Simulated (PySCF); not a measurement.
PySCF input (M06-2X/def2-TZVPD):

```python
from pyscf import gto, scf, dft

mol = gto.M(
    atom='''
    Si   -0.00984806    0.48601151    0.09872435
    F     1.28165584   -0.45653444    0.11660394
    F    -1.27897468   -0.45421375   -0.15025145
    H     0.11374241    1.39257256   -1.07931323
    ''',
    basis='def2-tzvpd',
    charge=0,
    spin=1,
    verbose=4,
)

mf = dft.UKS(mol, xc='m062x').density_fit(auxbasis='def2-universal-jkfit')
mf.grids.level = 4
mf.conv_tol = 1e-9
mf.max_cycle = 100
mf.max_memory = 1500
mf.kernel()
if not mf.converged:
    mf = mf.newton()
    mf.kernel(mf.make_rdm1())
for _ in range(2):
    mo, _, stable, _ = mf.stability(return_status=True)
    if stable:
        break
    mf.kernel(mf.make_rdm1(mo, mf.mo_occ))
mf.analyze()
```

Output:

```
PySCF version 2.14.0

[INPUT] verbose = 4
[INPUT] num. atoms = 4
[INPUT] num. electrons = 33
[INPUT] charge = 0
[INPUT] spin (= nelec alpha-beta = 2S) = 1
[INPUT] symmetry False subgroup None
[INPUT] Mole.unit = angstrom
[INPUT] Symbol           X                Y                Z      unit          X                Y                Z       unit  Magmom
[INPUT]  1 Si    -0.009848060000   0.486011510000   0.098724350000 AA   -0.018610136258   0.918428647286   0.186561983326 Bohr   0.0
[INPUT]  2 F      1.281655840000  -0.456534440000   0.116603940000 AA    2.421978523549  -0.862725058032   0.220349511645 Bohr   0.0
[INPUT]  3 F     -1.278974680000  -0.454213750000  -0.150251450000 AA   -2.416911865453  -0.858339589512  -0.283934090319 Bohr   0.0
[INPUT]  4 H      0.113742410000   1.392572560000  -1.079313230000 AA    0.214942003648   2.631580746984  -2.039606407320 Bohr   0.0

nuclear repulsion = 108.83650457749
number of shells = 48
number of NR pGTOs = 190
number of NR cGTOs = 132
basis = def2-tzvpd
ecp = {}

******** <class 'pyscf.df.df_jk.DFUKS'> ********
method = DFUKS
initial guess = minao
damping factor = 0
level_shift factor = 0
DIIS = <class 'pyscf.scf.diis.CDIIS'>
diis_start_cycle = 1
diis_space = 8
diis_damp = 0
SCF conv_tol = 1e-09
SCF conv_tol_grad = None
SCF max_cycles = 100
direct_scf = False
number electrons alpha = 17  beta = 16
XC library pyscf.dft.libxc version 7.1.2
    S. Lehtola, C. Steigemann, M. J. T. Oliveira, and M. A. L. Marques,  SoftwareX 7, 1–5 (2018)
XC functionals = m062x
    Y. Zhao and D. G. Truhlar,  Theor. Chem. Acc. 120, 215 (2008)
    Y. Zhao and D. G. Truhlar,  Theor. Chem. Acc. 120, 215 (2008)
radial grids:
    Treutler-Ahlrichs [JCP 102, 346 (1995); DOI:10.1063/1.469408] (M4) radial grids

becke partition: Becke, JCP 88, 2547 (1988); DOI:10.1063/1.454033
pruning grids: <function nwchem_prune>
grids dens level: 4
symmetrized grids: False
atomic radii adjust function: <function treutler_atomic_radii_adjust>
small_rho_cutoff = 0
Set gradient conv threshold to 3.16228e-05
tot grids = 102304
******** <class 'pyscf.df.df.DF'> ********
auxbasis = def2-universal-jkfit
init E= -489.913950871614
  alpha nocc = 17  HOMO = -0.169611692652644  LUMO = 0.00117461848335363
  beta  nocc = 16  HOMO = -0.451714448190486  LUMO = -0.169611692652659

WARN: HOMO -0.169611692652644 >= LUMO -0.169611692652659

[...]
  beta  nocc = 16  HOMO = -0.461261410936608  LUMO = -0.111881816794785
  HOMO = -0.297106050815  LUMO = -0.111881816795  gap/eV = 5.04021
Extra cycle  E= -489.866764300695  delta_E= -1.61e-11  |g|= 2.42e-06  |ddm|= 1.11e-05
converged SCF energy = -489.866764300695  <S^2> = 0.75208934  2S+1 = 2.0020883
uhf_internal: lowest eigs of H = [0.37903827 0.41020251 0.4670668 ]
<class 'pyscf.df.df_jk.DFUKS'> wavefunction is stable in the internal stability analysis
**** SCF Summaries ****
Total Energy =                        -489.866764300694854
Nuclear Repulsion Energy =             108.836504577490459
One-electron Energy =                 -897.186366852891183
Two-electron Energy =                  298.483097974705856
Two-electron Coulomb Energy =          340.711445286445667
DFT Exchange-Correlation Energy =      -42.228347311739782
HOMO-LUMO gap [eV] =                     5.040208132177558
**** MO energy ****
                             alpha | beta                alpha | beta
MO #1   energy= -67.09767327756    | -67.0922884236896  occ= 1 | 1
MO #2   energy= -25.2567304193578  | -25.2548907182433  occ= 1 | 1
MO #3   energy= -25.2567199151921  | -25.2548788265318  occ= 1 | 1
MO #4   energy= -5.62812051867595  | -5.62358603800947  occ= 1 | 1
MO #5   energy= -3.94216889314794  | -3.93632510426096  occ= 1 | 1
MO #6   energy= -3.93831535712044  | -3.93487092374046  occ= 1 | 1
MO #7   energy= -3.93658395441352  | -3.9299909911662   occ= 1 | 1
MO #8   energy= -1.36099419990981  | -1.35539149122191  occ= 1 | 1
MO #9   energy= -1.3436919400522   | -1.33829908371745  occ= 1 | 1
MO #10  energy= -0.678034034850327 | -0.662943802115549 occ= 1 | 1
MO #11  energy= -0.604372649172915 | -0.59659635708538  occ= 1 | 1
MO #12  energy= -0.582085479161227 | -0.576770214558413 occ= 1 | 1
MO #13  energy= -0.576220077091534 | -0.561396362875054 occ= 1 | 1
MO #14  energy= -0.548400973548979 | -0.538094345269423 occ= 1 | 1
MO #15  energy= -0.531013636744513 | -0.529260079824057 occ= 1 | 1
MO #16  energy= -0.483365564162008 | -0.461261410936608 occ= 1 | 1
MO #17  energy= -0.297106050814804 | -0.111881816794785 occ= 1 | 0
MO #18  energy= 0.0174710280400375 | 0.0147893772784599 occ= 0 | 0
MO #19  energy= 0.0208161139285465 | 0.0156410777202234 occ= 0 | 0
MO #20  energy= 0.0406054436491788 | 0.0343317364364274 occ= 0 | 0
MO #21  energy= 0.0773751181198827 | 0.0628950907728672 occ= 0 | 0
MO #22  energy= 0.0832451986121806 | 0.0848473032671437 occ= 0 | 0
MO #23  energy= 0.0896147540698266 | 0.0910320963887394 occ= 0 | 0
MO #24  energy= 0.105122733423266  | 0.096442726192591  occ= 0 | 0
MO #25  energy= 0.119186421939158  | 0.100687150926741  occ= 0 | 0
MO #26  energy= 0.120177287114904  | 0.110048406711011  occ= 0 | 0
MO #27  energy= 0.137366753631947  | 0.146290664612919  occ= 0 | 0
MO #28  energy= 0.154928755141505  | 0.149638727943448  occ= 0 | 0
MO #29  energy= 0.170675347658131  | 0.16716776884076   occ= 0 | 0
MO #30  energy= 0.172056645319848  | 0.167224013230369  occ= 0 | 0
MO #31  energy= 0.18408345828043   | 0.17880483136785   occ= 0 | 0
MO #32  energy= 0.192331971037256  | 0.182579386997911  occ= 0 | 0
MO #33  energy= 0.212169146810612  | 0.203839940592191  occ= 0 | 0
MO #34  energy= 0.282716573855613  | 0.263098427388587  occ= 0 | 0
MO #35  energy= 0.289021268370659  | 0.291520611295377  occ= 0 | 0
MO #36  energy= 0.293494877808486  | 0.29181356227529   occ= 0 | 0
MO #37  energy= 0.325244158463484  | 0.313884210685606  occ= 0 | 0
MO #38  energy= 0.340382409723328  | 0.315927312644627  occ= 0 | 0
MO #39  energy= 0.364108062920125  | 0.362442004100367  occ= 0 | 0
MO #40  energy= 0.384952983517355  | 0.378990213599948  occ= 0 | 0
MO #41  energy= 0.390399402682422  | 0.380786963674059  occ= 0 | 0
MO #42  energy= 0.407770892455861  | 0.407817996759436  occ= 0 | 0
MO #43  energy= 0.42263879961921   | 0.417876440779854  occ= 0 | 0
MO #44  energy= 0.449275019100436  | 0.443638173997685  occ= 0 | 0
MO #45  energy= 0.512340327868094  | 0.510888403650179  occ= 0 | 0
MO #46  energy= 0.538766709058212  | 0.532153384745751  occ= 0 | 0
MO #47  energy= 0.544291862148176  | 0.537693131455599  occ= 0 | 0
MO #48  energy= 0.584032670163921  | 0.557311504059333  occ= 0 | 0
MO #49  energy= 0.626889721908286  | 0.60609292814081   occ= 0 | 0
MO #50  energy= 0.643018121984635  | 0.630821036354485  occ= 0 | 0
MO #51  energy= 0.646769540904155  | 0.641425130395378  occ= 0 | 0
MO #52  energy= 0.651375016936615  | 0.646355658108544  occ= 0 | 0
MO #53  energy= 0.6620610309097    | 0.65350517311564   occ= 0 | 0
MO #54  energy= 0.703068343353411  | 0.699959811278322  occ= 0 | 0
MO #55  energy= 0.723610794509931  | 0.702205325338679  occ= 0 | 0
MO #56  energy= 0.729184577621059  | 0.714575085985414  occ= 0 | 0
MO #57  energy= 0.773340889473064  | 0.757213006097781  occ= 0 | 0
MO #58  energy= 0.906456080305716  | 0.88413482320976   occ= 0 | 0
MO #59  energy= 0.912869339436599  | 0.899024033203918  occ= 0 | 0
MO #60  energy= 0.966267442759573  | 0.955478359272794  occ= 0 | 0
MO #61  energy= 0.986634920852804  | 0.988975415256353  occ= 0 | 0
MO #62  energy= 1.0149352565719    | 1.01118090294957   occ= 0 | 0
MO #63  energy= 1.05967767011742   | 1.02904629779567   occ= 0 | 0
MO #64  energy= 1.07682844271238   | 1.06756355289188   occ= 0 | 0
MO #65  energy= 1.0820443746736    | 1.07415922143089   occ= 0 | 0
MO #66  energy= 1.09415163751795   | 1.09125375874436   occ= 0 | 0
MO #67  energy= 1.10115743389358   | 1.09956214422305   occ= 0 | 0
MO #68  energy= 1.12961801028333   | 1.12329462533121   occ= 0 | 0
MO #69  energy= 1.15349357575988   | 1.12935175444304   occ= 0 | 0
MO #70  energy= 1.16937574815131   | 1.15509123332914   occ= 0 | 0
MO #71  energy= 1.20835298269281   | 1.20364277319064   occ= 0 | 0
MO #72  energy= 1.2949764808563    | 1.28178539631869   occ= 0 | 0
MO #73  energy= 1.39411361373922   | 1.3693237026785    occ= 0 | 0
MO #74  energy= 1.39458880996204   | 1.38621458889291   occ= 0 | 0
MO #75  energy= 1.41078789108576   | 1.41212271227636   occ= 0 | 0
MO #76  energy= 1.48834595183387   | 1.48717007746537   occ= 0 | 0
MO #77  energy= 1.50754658666969   | 1.4977729781497    occ= 0 | 0
MO #78  energy= 1.53244019476602   | 1.53092527677133   occ= 0 | 0
MO #79  energy= 1.58761908354151   | 1.58532708442974   occ= 0 | 0
MO #80  energy= 1.7693797298339    | 1.75906300483734   occ= 0 | 0
MO #81  energy= 1.96232595477676   | 1.96276152950403   occ= 0 | 0
MO #82  energy= 2.0174601488389    | 2.01717966139034   occ= 0 | 0
MO #83  energy= 2.30433801908098   | 2.3048172923021    occ= 0 | 0
MO #84  energy= 2.31248836027614   | 2.31395737641831   occ= 0 | 0
MO #85  energy= 2.31603424230239   | 2.32574144817332   occ= 0 | 0
MO #86  energy= 2.32538490840618   | 2.32771562065765   occ= 0 | 0
MO #87  energy= 2.32612185110642   | 2.3324230649476    occ= 0 | 0
MO #88  energy= 2.52051537893464   | 2.52303069025552   occ= 0 | 0
MO #89  energy= 2.53296968070552   | 2.53580845897002   occ= 0 | 0
MO #90  energy= 2.56624737230301   | 2.56960641570936   occ= 0 | 0
MO #91  energy= 2.64324977818009   | 2.64158514169745   occ= 0 | 0
MO #92  energy= 2.72732546648264   | 2.73025570635142   occ= 0 | 0
MO #93  energy= 2.89377780328443   | 2.8938772150907    occ= 0 | 0
MO #94  energy= 2.89787127804094   | 2.91101165134226   occ= 0 | 0
MO #95  energy= 3.43223111021018   | 3.43564441937174   occ= 0 | 0
MO #96  energy= 3.44465582820026   | 3.44811664866066   occ= 0 | 0
MO #97  energy= 3.4897965129464    | 3.48995839698932   occ= 0 | 0
MO #98  energy= 3.49180748162972   | 3.49358097445953   occ= 0 | 0
MO #99  energy= 3.86587086035596   | 3.86721712992004   occ= 0 | 0
MO #100 energy= 3.94143170199752   | 3.94224468948706   occ= 0 | 0
MO #101 energy= 4.17220121599053   | 4.17536233985255   occ= 0 | 0
MO #102 energy= 4.36546442585827   | 4.36834409026358   occ= 0 | 0
MO #103 energy= 6.20509562248939   | 6.21726361675754   occ= 0 | 0
MO #104 energy= 6.34235079837342   | 6.3573341559232    occ= 0 | 0
[...]
```

It need not be the lowest isomer of its formula.
